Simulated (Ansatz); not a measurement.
One geometry of Al₁₂ (relaxed from a model of Al12 flat piece, whose bonding it doesn't keep), several levels of theory.

```yaml
crystal:
  periodic: [false, false, false]
  atoms:
    - {symbol: Al, position_ang: [-2.548412, -2.002330, -0.232666]}
    - {symbol: Al, position_ang: [-0.465002, -1.187053, 1.400807]}
    - {symbol: Al, position_ang: [-2.004505, 0.467066, -0.403669]}
    - {symbol: Al, position_ang: [-1.482225, 2.921895, -1.051328]}
    - {symbol: Al, position_ang: [-0.749992, -3.670603, 0.187642]}
    - {symbol: Al, position_ang: [-0.068258, -1.277042, -1.323979]}
    - {symbol: Al, position_ang: [-0.178330, 1.352238, 1.319677]}
    - {symbol: Al, position_ang: [0.682850, 3.687424, 0.083565]}
    - {symbol: Al, position_ang: [1.714391, -2.979120, 0.048671]}
    - {symbol: Al, position_ang: [1.959916, -0.451860, 0.587855]}
    - {symbol: Al, position_ang: [0.682351, 1.121962, -1.286797]}
    - {symbol: Al, position_ang: [2.436815, 2.034222, 0.704122]}
basis:
  gaussian: {orbitals: def2-TZVP, initial_orbitals: start.molden}
hamiltonian: {xc: {name: r2SCAN0}, dispersion: d4}
scf: {omitted_lower_state_checks: [starts]}
output: {orbitals: {seedname: orbitals}}
```

The file start.molden holds the orbitals of an earlier run on this structure, at another level or in another basis.

```sh
$ ansatz run in.yaml --threads 4 --pin off --events-out ev --progress --plain --max-ram 6963MiB
```

Output, abridged:

```
Functional definition: r2SCAN0
3348 factors; their error is unknown
the host lacks memory for fits, so the integrals are decomposed
2749 factors; integrals over basis functions are off by at most 7.1e-4 eV
mean field evaluation 1: about -79157.4633 eV, gradient 1.3e1 eV
mean field evaluation 2: about -79157.6018 eV, gradient 1.7e-1 eV
mean field evaluation 4: about -79157.8875 eV, gradient 1.2e-2 eV
mean field evaluation 8: about -79157.8876 eV, gradient 1.5e-5 eV
mean field -79157.88756042 eV, -2908.9987127020 hartree, gradient 1.5e-5 eV, S^2 0.000000; 0 other end points of the search recorded, 0 dependent functions left out
reference -79157.88757082 eV, -2908.9987130843 hartree; 78, 78 occupied and 366, 366 virtual orbitals, 2749 factors
Total energy: -79158.16987930 eV, -2909.0090877298 hartree
Checks for a lower state left out: starts
```

It took 1.9 min on 4 threads of Intel Xeon on a shared host, peak host memory 3.1 GiB.

The first input with `hamiltonian: {xc: pbe0, dispersion: d4}`, `output: {forces: true, orbitals: {seedname: orbitals}}` (abridged; 94 s):

```
Functional definition: PBE0
the host lacks memory for fits, so the integrals are decomposed
mean field -79131.72644797 eV, -2908.0373095523 hartree, gradient 1.5e-5 eV, S^2 0.000000
Total energy: -79132.62104568 eV, -2908.0701854116 hartree
Atom 0 force     0.196705     0.020978     0.011370 eV/Å
Atom 1 force     0.041772     0.074502    -0.147403 eV/Å
Atom 2 force     0.095333    -0.046041     0.044548 eV/Å
Atom 3 force     0.057604    -0.008008     0.041846 eV/Å
Atom 4 force    -0.010426     0.203683    -0.009273 eV/Å
Atom 5 force     0.007357     0.151317     0.128043 eV/Å
Atom 6 force     0.027290    -0.089204    -0.148997 eV/Å
Atom 7 force     0.012422    -0.203777     0.024655 eV/Å
Atom 8 force    -0.069493     0.014333     0.015780 eV/Å
Atom 9 force    -0.100804     0.036660    -0.009717 eV/Å
Atom 10 force    -0.072487    -0.128543     0.124481 eV/Å
Atom 11 force    -0.185274    -0.025899    -0.075335 eV/Å
Dipole moment:    -0.017330     0.004738     0.069165 e Å
Checks for a lower state left out: starts
```

First input, but with `hamiltonian: {xc: r2scan, dispersion: d4}` (abridged; 66 s):

```
Functional definition: r2SCAN
mean field -79160.10071375 eV, -2909.0800445869 hartree, gradient 3.6e-5 eV, S^2 0.000000
Total energy: -79160.30859713 eV, -2909.0876841602 hartree
Checks for a lower state left out: starts
```

The first input with `gaussian: {orbitals: def2-SVP, initial_orbitals: start.molden}`, `correlation: {method: ccsd_t}` and without the key `hamiltonian` (abridged; 3 min):

```
Functional definition: HF
mean field evaluation 16: about -78963.5071 eV, gradient 7.7e0 eV
mean field evaluation 32: about -78965.8100 eV, gradient 1.6e-1 eV
mean field evaluation 64: about -78963.6400 eV, gradient 5.5e-2 eV
mean field evaluation 96: about -78964.3111 eV, gradient 1.9e-1 eV
mean field -78966.59379082 eV, -2901.9687963331 hartree, gradient 3.0e-6 eV, S^2 0.000000; 2 other end points of the search recorded, 0 dependent functions left out; unrestricted orbitals would lower it
determinant -78966.59379082 eV, -2901.9687963331 hartree, with singles and doubles -78990.06665340 eV, -2902.8314081224 hartree
determinant -78965.80591202 eV, -2901.9398423212 hartree, with singles and doubles -78989.03469752 eV, -2902.7934844433 hartree
determinant -78963.64020142 eV, -2901.8602539246 hartree, with singles and doubles -78987.02855513 eV, -2902.7197600702 hartree
60 core orbitals not correlated: weight in the atoms' cores, before any rotation towards them, 1.000 or more for the frozen orbitals, at most 0.000 for the correlated occupied ones
second order -24.56045263 eV of doubles, -0.00000000 eV of singles
cycle   1  -23.45826329 eV  change    1.5e-2 eV  update   2.8e-2
cycle   2  -23.47888529 eV  change   -2.1e-2 eV  update   1.9e-2
cycle   3  -23.47661202 eV  change    2.3e-3 eV  update   2.3e-2
cycle   4  -23.50885861 eV  change   -3.2e-2 eV  update   9.3e-3
cycle   5  -23.53149161 eV  change   -2.3e-2 eV  update   7.0e-3
cycle   6  -23.51687687 eV  change    1.5e-2 eV  update   4.0e-3
cycle   7  -23.51416498 eV  change    2.7e-3 eV  update   3.1e-3
cycle   8  -23.51248618 eV  change    1.7e-3 eV  update   1.5e-3
cycle   9  -23.51305198 eV  change   -5.7e-4 eV  update   1.1e-3
cycle  10  -23.51403965 eV  change   -9.9e-4 eV  update   5.8e-4
cycle  11  -23.51438687 eV  change   -3.5e-4 eV  update   3.7e-4
cycle  12  -23.51467289 eV  change   -2.9e-4 eV  update   2.5e-4
cycle  13  -23.51438774 eV  change    2.9e-4 eV  update   1.8e-4
cycle  14  -23.51408899 eV  change    3.0e-4 eV  update   9.0e-5
cycle  15  -23.51414355 eV  change   -5.5e-5 eV  update   6.6e-5
cycle  16  -23.51416926 eV  change   -2.6e-5 eV  update   4.5e-5
cycle  17  -23.51416059 eV  change    8.7e-6 eV  update   3.5e-5
perturbative correction -2.99254351 eV, -0.1099739457 hartree
Total energy: -78993.10049493 eV, -2902.9428997420 hartree
Checks for a lower state left out: starts
```

The first input with `hamiltonian: {xc: lda}` (abridged; 23 s):

```
Functional definition: SPW92
mean field -78829.79106961 eV, -2896.9413890568 hartree, gradient 2.2e-5 eV, S^2 0.000000
Total energy: -78829.79111262 eV, -2896.9413906372 hartree
Checks for a lower state left out: starts
```

Geometry: PBE-D4/def2-SVP.

Correlated methods freeze 60 core orbitals. The restricted singlet is unstable towards broken spin symmetry in Hartree–Fock (as tested in another run); at r2SCAN0-D4/def2-TZVP, PBE0-D4/def2-TZVP, r2SCAN-D4/def2-TZVP, LDA (SPW92)/def2-TZVP this wasn't settled. At CCSD(T)/def2-SVP T1 of the charge 0 singlet is large (up to 0.060), so the single-reference result is doubtful. At CCSD(T)/def2-SVP the restricted singlet (for correlated methods, its reference) is unstable: a solution with broken spin symmetry lies lower.
